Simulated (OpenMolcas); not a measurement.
## Mn3+, Tc3+, Re3+: d4 down the group

```yaml
Program: OpenMolcas 26.06
Method: SS-CASPT2, IPEA 0.25 Eh, imaginary shift 0.1 Eh
Basis: ANO-R3
Scalar_Hamiltonian: X2C, finite nucleus
Spin-orbit_coupling: state interaction with AMFI integrals over the reference wave functions, term energies averaged over their components
```

Active space for each ion: 4 electrons in 5 orbitals (d); closed shells correlated by CASPT2: Mn3+ 3s 3p; Tc3+ 4s 4p; Re3+ 5s 5p.

Computed levels in cm-1 above 5D0:

```
                               Level   Mn3+   Tc3+   Re3+
                                 5D1    102    346   3260
                                 5D2    301    942   6290
                                 5D3    588   1701   8730
                                 5D4    953   2570  10510
                              3P0(1)  20460  14280  15400
                              3P1(1)  21080  16060  20660
                                 3H4  21170  15510  17720
                                 3H5  21390  16320  21790
                                 3H6  21640  17030  23700
weight of 5D in the lowest level (%)    100     98     67
```

Mixed levels, with the weight of the term that names them: Re3+ 5D0 (67 %), Re3+ 3P0(1) (56 %), Re3+ 3H4 (58 %).

Measured, with the error of the calculation in %. Measured levels: Mn3+ from Corliss and Sugar, J. Phys. Chem. Ref. Data 6, 1253 (1977); Re3+ from the list in Brasseur, Gamrath and Quinet, At. Data Nucl. Data Tables 157, 101636 (2024).

| Level | Mn3+ | Re3+ |
| --- | --- | --- |
| 5D1 | 99.0 (+3.3) | 3084 (+5.7) |
| 5D2 | 287 (+5.1) | 5979 (+5.2) |
| 5D3 | 552 (+6.5) | 8350 (+4.6) |
| 5D4 | 886 (+7.6) | 10121 (+3.9) |
| 3P0(1) | 20654 (-0.9) |  |
| 3P1(1) | 21279 (-1.0) | 19340 (+6.8) |
| 3H4 | 21281 (-0.5) | 16946 (+4.6) |
| 3H5 | 21475 (-0.4) | 20930 (+4.1) |
| 3H6 | 21679 (-0.2) | 22896 (+3.5) |

The fine-structure level 5D4 changes by a factor of 11 from Mn3+ to Re3+.

Without spin-orbit coupling 3P(1) lies 21010, 15520, 13420 cm-1 above 5D in that order; the difference to the level 3P0(1), of either sign, comes from spin-orbit coupling, which also lowers the zero.

CASPT2 does not keep the components of a term degenerate, so their means are used; among the terms shown or strongly mixed into the levels shown the widest spread is 290 cm-1 (5d4 1G(1), Re3+). Measured partners are found by configuration, term and J. A level has none where our copy of the source lacks it or the pairing is in doubt (some pairs that miss far off the trend of their configuration count as doubtful), and it then counts in no deviation. Only configurations of the active space appear.

A number in round brackets counts repeated terms of one configuration in the order of the reference energies.
